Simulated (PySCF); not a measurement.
ZrH at r²SCAN

Computed with r²SCAN; PySCF, spin-free X2C with a Gaussian nucleus, basis sets Zr x2c-TZVPPall, H x2c-TZVPPall.

| Quantity | Value |
| --- | --- |
| state | quartet, unpaired electrons σ ↑, π ↑, δ ↑, a mixture of terms (⟨Lz²⟩ = 4.9) |
| bond length | 185.7 pm |
| harmonic wavenumber | 1587 cm⁻¹ |
| force constant | 1.48 mdyn/Å |
| rotational constant Be | 4.902 cm⁻¹ |
| anharmonicity ωexe | 22.6 cm⁻¹ |
| vibration–rotation constant αe | 0.111 cm⁻¹ |
| bond order (Mayer) | 0.97 |
| dipole moment (positive dipole means Zr(−)H(+)) | -2.51 D |

De is left out where the level can put another filling of the metal’s s and d shells below the measured ground configuration, by anything from nothing to about 1 eV. These are scalar-relativistic numbers at best; spin–orbit coupling would shift them, the dissociation energy most. The state is the lowest single determinant that the PBE0 search found; with open d or f shells the true ground state can be another one.
